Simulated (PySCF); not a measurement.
Start geometry of `CCCC1=C[C@@H]2C=C[C@H]1O2` from GFN2-xTB (Å):
```
atom  x, y, z in Å
C1     3.1917   -0.4025    0.6872
C2     1.6501   -0.2340    0.6405
C3     1.1405    0.0974   -0.7791
C4    -0.2837    0.2306   -0.8094
C5    -1.1244    1.2476   -1.0590
C6    -2.5428    0.7078   -0.8650
C7    -2.6659    0.4538    0.6435
C8    -1.8644   -0.5667    0.8826
C9    -1.2799   -0.9249   -0.4543
O10   -2.3696   -0.6301   -1.3248
H11    3.6448    0.5459    0.3859
H12    3.5092   -0.6201    1.6961
H13    3.4669   -1.1597    0.0025
H14    1.3271    0.5683    1.3304
H15    1.1845   -1.1678    0.9797
H16    1.4684   -0.6860   -1.4426
H17    1.6169    1.0433   -1.1136
H18   -0.9081    2.2756   -1.2988
H19   -3.3531    1.2087   -1.3639
H20   -3.3067    1.0525    1.3049
H21   -1.6623   -1.0734    1.7945
H22   -0.9042   -1.9620   -0.6253
```

Q: What comes out of this run: PBE0-D3(BJ)/def2-SVP geometry optimisation, gas phase in PySCF 2.14.0?

A: 
```
atom  x, y, z in Å
C1     3.354   -0.510    0.620
C2     1.844   -0.337    0.599
C3     1.301    0.010   -0.789
C4    -0.177    0.162   -0.811
C5    -0.962    1.220   -1.027
C6    -2.393    0.709   -0.772
C7    -2.515    0.443    0.744
C8    -1.740   -0.620    0.959
C9    -1.175   -0.964   -0.435
O10   -2.279   -0.622   -1.255
H11    3.866    0.413    0.303
H12    3.718   -0.763    1.627
H13    3.674   -1.314   -0.062
H14    1.543    0.455    1.306
H15    1.361   -1.261    0.962
H16    1.601   -0.786   -1.497
H17    1.772    0.939   -1.149
H18   -0.680    2.247   -1.259
H19   -3.216    1.251   -1.254
H20   -3.070    1.051    1.458
H21   -1.488   -1.119    1.894
H22   -0.841   -1.996   -0.603
```

The energy falls by 0.255 eV over 6 energy and gradient evaluations, the largest force component goes from 0.0522 to 2.2e-04 Eh/bohr, and the atoms move by 0.038 Å rms after alignment. The bond that changes most is C3–C4 (allylic carbon to fully substituted alkene carbon), which lengthens by 0.055 Å. Bonds longer at the end by more than 0.005 Å: 13 of 23; shorter: 9. Among the angles that change most is H12–C1–H13, from 112.6° to 107.6°. Rotational constants go from 3230, 836.6, 785.5 to 3171, 826.2, 773.7 MHz. The orientation of the end geometry is arbitrary; only internal coordinates are fixed.

The run used 200 basis functions and 40 SCF cycles in all. The run took 72 s wall on AMD EPYC 9R45, one thread, shared host, and the process peaked at 0.89 GiB of memory.

No PBE0-D3(BJ)/def2-SVP frequencies stand behind this structure, so it isn't proved a minimum. One conformer, not necessarily the lowest.
